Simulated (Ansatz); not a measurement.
Ansatz (a program for electronic structure) job for BCl2I, SMILES ClB(Cl)I, B3LYP-D3(BJ)/def2-SVP. 

Ansatz 0.2 input:
```yaml
crystal:
  periodic: [false, false, false]
  atoms:
    - {symbol: B, position_ang: [0.90381811, -0.00649208, -0.00000000]}
    - {symbol: Cl, position_ang: [1.76035808, 0.00067983, -1.48413097]}
    - {symbol: Cl, position_ang: [1.76035808, 0.00067983, 1.48413097]}
    - {symbol: I, position_ang: [-1.21455217, 0.00017634, -0.00000000]}
basis:
  gaussian:
    orbitals: def2-SVP
hamiltonian:
  xc: b3lyp
  dispersion: d3bj
relax: {f_tol: 0.002, max_steps: 200}
```

It prints:

```
WARN ansatz: RAYON_NUM_THREADS=1 ignored (pool sized by the plan → 1); use --threads N
Functional definition: B3LYP
integrals: 0.03 GiB planned
882 factors; integrals over basis functions are off by at most 3.4e-4 eV
mean field: 0.31 GiB planned
mean field evaluation 1: about -33819.9363 eV, gradient 9.2e0 eV
mean field evaluation 2: about -33820.0147 eV, gradient 7.7e0 eV
mean field evaluation 4: about -33820.1675 eV, gradient 3.7e-1 eV
mean field evaluation 8: about -33820.2105 eV, gradient 6.3e-2 eV
mean field evaluation 16: about -33820.2105 eV, gradient 3.6e-5 eV
mean field -33820.21051707 eV, -1242.8698123404 hartree, gradient 3.6e-5 eV, S^2 0.000000; 0 other end points of the search recorded, 0 dependent functions left out
the calculation of the forces begins
reference -33820.21072456 eV, -1242.8698199653 hartree; 32, 32 occupied and 44, 44 virtual orbitals, 882 factors
relax step   1: F+E_penalty+E_count = -33820.50647362 eV  Δ(F+E_penalty+E_count) = +0.000e0 eV  max|allowed force component| = 8.714e-1 eV/Å  Δτ_max = 0.0000 Å  (27 SCF iters, accepted)
these checks for a lower state are left out or cut short: starts, cluster_reference, orbital_swaps, neighbouring_geometries, increment
integrals: 0.03 GiB planned
882 factors; integrals over basis functions are off by at most 3.7e-4 eV
mean field: 0.31 GiB planned
mean field -33820.23921583 eV, -1242.8708670003 hartree, gradient 1.0e-5 eV, S^2 0.000000; 0 other end points of the search recorded, 0 dependent functions left out
the calculation of the forces begins
reference -33820.23942505 eV, -1242.8708746888 hartree; 32, 32 occupied and 44, 44 virtual orbitals, 882 factors
relax step   2: F+E_penalty+E_count = -33820.53154321 eV  Δ(F+E_penalty+E_count) = -2.507e-2 eV  max|allowed force component| = 5.121e-1 eV/Å  Δτ_max = 0.0385 Å  (31 SCF iters, accepted)
these checks for a lower state are left out or cut short: starts, cluster_reference, orbital_swaps, neighbouring_geometries, increment
integrals: 0.03 GiB planned
882 factors; integrals over basis functions are off by at most 3.7e-4 eV
mean field: 0.31 GiB planned
mean field evaluation 32: about -33820.2451 eV, gradient 1.1e-5 eV
mean field -33820.24506869 eV, -1242.8710820888 hartree, gradient 1.1e-5 eV, S^2 0.000000; 0 other end points of the search recorded, 0 dependent functions left out
the calculation of the forces begins
reference -33820.24527791 eV, -1242.8710897776 hartree; 32, 32 occupied and 44, 44 virtual orbitals, 882 factors
relax step   3: F+E_penalty+E_count = -33820.53744580 eV  Δ(F+E_penalty+E_count) = -5.903e-3 eV  max|allowed force component| = 4.207e-1 eV/Å  Δτ_max = 0.0133 Å  (31 SCF iters, accepted)
these checks for a lower state are left out or cut short: starts, cluster_reference, orbital_swaps, neighbouring_geometries, increment
integrals: 0.03 GiB planned
882 factors; integrals over basis functions are off by at most 3.7e-4 eV
mean field: 0.31 GiB planned
mean field -33820.25312153 eV, -1242.8713780251 hartree, gradient 1.1e-5 eV, S^2 0.000000; 0 other end points of the search recorded, 0 dependent functions left out
the calculation of the forces begins
reference -33820.25333107 eV, -1242.8713857257 hartree; 32, 32 occupied and 44, 44 virtual orbitals, 882 factors
relax step   4: F+E_penalty+E_count = -33820.54486000 eV  Δ(F+E_penalty+E_count) = -7.414e-3 eV  max|allowed force component| = 1.527e-2 eV/Å  Δτ_max = 0.0207 Å  (31 SCF iters, accepted)
these checks for a lower state are left out or cut short: starts, cluster_reference, orbital_swaps, neighbouring_geometries, increment
integrals: 0.03 GiB planned
882 factors; integrals over basis functions are off by at most 3.7e-4 eV
mean field: 0.31 GiB planned
mean field -33820.25311768 eV, -1242.8713778839 hartree, gradient 1.4e-5 eV, S^2 0.000000; 0 other end points of the search recorded, 0 dependent functions left out
the calculation of the forces begins
reference -33820.25332722 eV, -1242.8713855842 hartree; 32, 32 occupied and 44, 44 virtual orbitals, 882 factors
relax step   5: F+E_penalty+E_count = -33820.54487095 eV  Δ(F+E_penalty+E_count) = -1.095e-5 eV  max|allowed force component| = 8.450e-3 eV/Å  Δτ_max = 0.0016 Å  (24 SCF iters, accepted)
these checks for a lower state are left out or cut short: starts, cluster_reference, orbital_swaps, neighbouring_geometries, increment
integrals: 0.03 GiB planned
882 factors; integrals over basis functions are off by at most 3.7e-4 eV
mean field: 0.31 GiB planned
mean field -33820.25314193 eV, -1242.8713787749 hartree, gradient 4.8e-5 eV, S^2 0.000000; 0 other end points of the search recorded, 0 dependent functions left out
the calculation of the forces begins
reference -33820.25335147 eV, -1242.8713864756 hartree; 32, 32 occupied and 44, 44 virtual orbitals, 882 factors
relax step   6: F+E_penalty+E_count = -33820.54487558 eV  Δ(F+E_penalty+E_count) = -4.633e-6 eV  max|allowed force component| = 1.261e-4 eV/Å  Δτ_max = 0.0006 Å  (21 SCF iters, accepted)
integrals: 0.03 GiB planned
882 factors; integrals over basis functions are off by at most 3.7e-4 eV
mean field: 0.31 GiB planned
mean field evaluation 64: about -33820.2531 eV, gradient 2.5e-3 eV
mean field -33820.25314193 eV, -1242.8713787749 hartree, gradient 4.8e-5 eV, S^2 0.000000; 1 other end points of the search recorded, 0 dependent functions left out
the calculation of the forces begins
reference -33820.25335147 eV, -1242.8713864756 hartree; 32, 32 occupied and 44, 44 virtual orbitals, 882 factors
Total energy: -33820.54508513 eV, -1242.8821074897 hartree
Atom 0 at     0.901148    -0.000827    -0.000000 Å, force     0.000007     0.000002     0.000000 eV/Å
Atom 1 at     1.775065     0.002831    -1.512707 Å, force     0.000060    -0.000000     0.000026 eV/Å
Atom 2 at     1.775065     0.002831     1.512707 Å, force     0.000060    -0.000000    -0.000026 eV/Å
Atom 3 at    -1.241295    -0.009792     0.000000 Å, force    -0.000126    -0.000001     0.000000 eV/Å
Dipole moment:     0.024551     0.000102    -0.000000 e Å
```

The run converged.
